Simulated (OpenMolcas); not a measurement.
Ru2+ among 6 point charges of -1 e arranged as a tetragonal octahedron (D4h), 2.01 Å from the ion, with the axial distance 1.749 Å.
```
   2.0100    0.0000    0.0000  -1.00
   0.0000    2.0100    0.0000  -1.00
  -2.0100    0.0000    0.0000  -1.00
   0.0000   -2.0100    0.0000  -1.00
   0.0000    0.0000    1.7487  -1.00
   0.0000    0.0000   -1.7487  -1.00
```

```json
{
  "Program": "OpenMolcas 26.06",
  "Method": "CASSCF",
  "Basis": "ANO-RCC-VDZP [6s5p3d1f]",
  "Scalar Hamiltonian": "DKH2, point nucleus",
  "Active space": "6 electrons in 5 orbitals (4d)",
  "State averaging": "2S+1 = 5 even, 5 roots; 2S+1 = 3 even, 45 roots; 2S+1 = 1 even, 50 roots",
  "Spin-orbit coupling": "state interaction with AMFI integrals over the reference wave functions"
}
```

(1) What is the spin-free ground state (labels of D4, the rotations of D4h)?

(2) Where is the first state of the same spin?

(3) What are the lowest two levels with spin-orbit coupling?

(4) What is χT at 300 K, and how does it compare with the textbook value?

Answers

(1) 5B2, 1-fold in its orbital part, 100 % from free-ion D terms; it has the highest spin that d6 allows.

(2) 5E at 2460 cm-1 above the ground state.

(3) A 1-fold level A1, then a 1-fold level A2 9.3 cm-1 above it. Their leading multiplicities are 5 (98 %) and 5 (98 %).

(4) The lowest level has 2S+1 = 5, for which the spin-only value is χT = S(S+1) / 2 = 3.000 cm3 K/mol (g = 2). The computed 3.695 at 300 K differs by +0.695, through orbital momentum, spin-orbit coupling and any other state in reach.

Without dynamic correlation the repulsion within the d shell is too large (B by tens of per cent), so at a given field states of lower spin stand too high. Point charges give a weaker field than real ligands, and real ions of this kind are as a rule low spin; the high spin found here belongs to the model. This is an electrostatic model: the charges have no orbitals. No measured value stands beside these numbers.
